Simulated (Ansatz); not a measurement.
Saddle point of SnH₇OF, closed shell (SnH₄ + H₂O + HF → SnH₃F ([F][SnH3]) + H₂O + H₂; bonds formed: Sn1–F7, H2–H8, H6–O9; bonds broken: Sn1–H2, H6–F7, H8–O9), PBE0-D4/def2-TZVP structure:

```
10
angstrom
Sn -0.8319 1.1793 -0.1472
H -0.2534 -0.4760 -1.0180
H -1.7342 1.2393 -1.6304
H -1.9936 1.0473 1.0884
H 0.2423 2.4952 -0.2002
H 1.1649 -0.8134 0.7820
F 0.5306 0.3018 1.2634
H 0.4339 -1.0180 -0.6340
O 1.3669 -1.5536 0.0733
H 1.0746 -2.4018 0.4228
```

Energies are electronic, without zero-point energy. Barriers and step energies count from the start structure reached by relaxing down the imaginary mode; all methods use the PBE0-D4 structures, on which another method's saddle can fall below an end. Program: Ansatz 0.2.0. Basis: def2-TZVPP, with def2-QZVPP for the basis limit. Cores are frozen in the correlated methods. Filled d shells of the heavier atoms are correlated. Core potentials replace the inner electrons of the atoms past krypton. The def2 sets are not built for correlating such inner shells, so the correlated values are less sure here. B3LYP uses VWN-RPA correlation. Extrapolation: Hartree–Fock as exp(−7.88 √X), correlation as X^−2.97.

| method | barrier (kcal/mol) | step energy (kcal/mol) |
| --- | --- | --- |
| SPW92 | 16.53 | 4.04 |
| PBE-D4 | 23.04 | -1.81 |
| BLYP-D4 | 24.36 | -4.79 |
| r2SCAN-D4 | 24.48 | -3.83 |
| B97M-V | ? | -3.55 |
| PBE0-D4 | ? | -0.43 |
| B3LYP-D4 | 28.75 | -3.21 |
| r2SCAN0-D4 | 29.51 | -1.87 |
| BHLYP-D4 | 34.40 | -2.53 |
| CAM-B3LYP-D4 | 30.05 | -2.46 |
| wB97X-V | 31.56 | -3.46 |
| wB97M-V | 31.79 | -2.82 |
| B2PLYP | 31.55 | -3.04 |
| PBE-QIDH | ? | -0.62 |
| RPA on PBE | 34.50 | -2.38 |
| HF | 47.38 | -3.43 |
| MP2 | 34.30 | -1.97 |
| CCSD | 37.88 | -0.96 |
| CCSD(T) | 35.23 | -1.26 |

Problem. Fill in the withheld barriers. (Judge from chemistry; the value comes from the calculation.)

Solution. Computed: PBE0-D4 28.76; B97M-V 27.62; PBE-QIDH 33.04 kcal/mol. Each is the energy of the saddle less that of the start structure, by the same method.

For comparison, the barrier by CCSD(T) at an estimated basis limit (MP2 extrapolated from triple and quadruple zeta, plus CCSD(T) − MP2 in triple zeta) is 32.53 kcal/mol.

The T1 diagnostic stays at or below 0.014.

Labels in which every atom is bracketed show which atoms are joined, not bond orders.

For scale, one of the runs: CCSD(T)/def2-TZVPP, 210 basis functions, launched by `ansatz run in.yaml --threads 4 --pin off --events-out ev --progress --plain --max-ram 9574MiB`. Time: 26 s of wall clock on 4 CPU threads of an AMD EPYC 9R45; the host was shared. Peak host memory: 3.4 GiB.
